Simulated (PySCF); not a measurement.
**`C[C@@H]1C[P@@]1(=O)C1CC1`, C$_{6}$H$_{11}$OP**

Molfile (atoms numbered from 1):
```
C6H11OP
     RDKit          3D

 19 20  0  0  0  0  0  0  0  0999 V2000
    2.6946   -0.2665   -0.8926 C   0  0  0  0  0  0  0  0  0  0  0  0
    1.2733    0.1739   -0.6647 C   0  0  2  0  0  0  0  0  0  0  0  0
    0.9483    0.8457    0.7133 C   0  0  0  0  0  0  0  0  0  0  0  0
    0.2353   -0.7984    0.4671 P   0  0  2  0  0  5  0  0  0  0  0  0
    0.7424   -1.9738    1.1882 O   0  0  0  0  0  0  0  0  0  0  0  0
   -1.5378   -0.7798    0.0852 C   0  0  0  0  0  0  0  0  0  0  0  0
   -2.2007    0.4419   -0.4654 C   0  0  0  0  0  0  0  0  0  0  0  0
   -2.4421    0.0508    0.9534 C   0  0  0  0  0  0  0  0  0  0  0  0
    2.7840   -0.8037   -1.8351 H   0  0  0  0  0  0  0  0  0  0  0  0
    3.3690    0.5898   -0.9190 H   0  0  0  0  0  0  0  0  0  0  0  0
    3.0033   -0.9320   -0.0874 H   0  0  0  0  0  0  0  0  0  0  0  0
    0.8179    0.6699   -1.5138 H   0  0  0  0  0  0  0  0  0  0  0  0
    0.3765    1.7618    0.6800 H   0  0  0  0  0  0  0  0  0  0  0  0
    1.7827    0.8938    1.4014 H   0  0  0  0  0  0  0  0  0  0  0  0
   -1.8823   -1.7576   -0.2302 H   0  0  0  0  0  0  0  0  0  0  0  0
   -2.9942    0.2977   -1.1835 H   0  0  0  0  0  0  0  0  0  0  0  0
   -1.5936    1.3123   -0.6619 H   0  0  0  0  0  0  0  0  0  0  0  0
   -1.9835    0.6430    1.7321 H   0  0  0  0  0  0  0  0  0  0  0  0
   -3.4028   -0.3594    1.2255 H   0  0  0  0  0  0  0  0  0  0  0  0
  1  2  1  0
  2  3  1  0
  3  4  1  0
  4  5  2  0
  4  6  1  6
  6  7  1  0
  7  8  1  0
  4  2  1  0
  8  6  1  0
  1  9  1  0
  1 10  1  0
  1 11  1  0
  2 12  1  6
  3 13  1  0
  3 14  1  0
  6 15  1  0
  7 16  1  0
  7 17  1  0
  8 18  1  0
  8 19  1  0
M  END
```

The calculation used TDDFT B3LYP/def2-SVPD circular dichroism and optical rotation, one conformer, gas phase (PySCF 2.14.0). Geometry: GFN2-xTB.

The molecule is flexible and this is one conformer; a measurement averages over conformers. States above about 6.7 eV (minus the energy of the highest occupied orbital) lie near or above the ionisation threshold and depend on the basis.

Stereocentres: C2 R, P4 R.

Task: Give the optical rotatory dispersion at 633, 589.3, 546, 436, 405, 365, 355 nm.

Result: [α] in deg dm⁻¹ (g/mL)⁻¹:
| λ (nm) | origin-invariant length gauge | modified velocity gauge | length gauge (centre of mass) | isotropic polarisability (au) |
| --- | --- | --- | --- | --- |
| 633 | -44.2 | -53.6 | -43.5 | 95.5 |
| 589.3 | -51.1 | -62.2 | -50.2 | 95.9 |
| 546 | -59.6 | -72.8 | -58.6 | 96.3 |
| 436 | -93.5 | -116.5 | -91.9 | 98.1 |
| 405 | -108.0 | -135.9 | -106.1 | 99.0 |
| 365 | -131.2 | -168.8 | -128.9 | 100.5 |
| 355 | -137.9 | -178.8 | -135.5 | 100.9 |

Task: And for the mirror image at 589.3 nm?

Result: +51.1 deg dm⁻¹ (g/mL)⁻¹ (origin-invariant length gauge): the same size and the opposite sign.

Task: What is the molar rotation [Φ] = [α]·M/100 of the geometry above at 589.3 nm?

Result: With M = 130.13 g/mol, -66.5 deg cm² dmol⁻¹ (origin-invariant length gauge).

The first excitation lies at 5.85 eV (212 nm) with R = -6.5 × 10⁻⁴⁰ esu² cm² (velocity form).
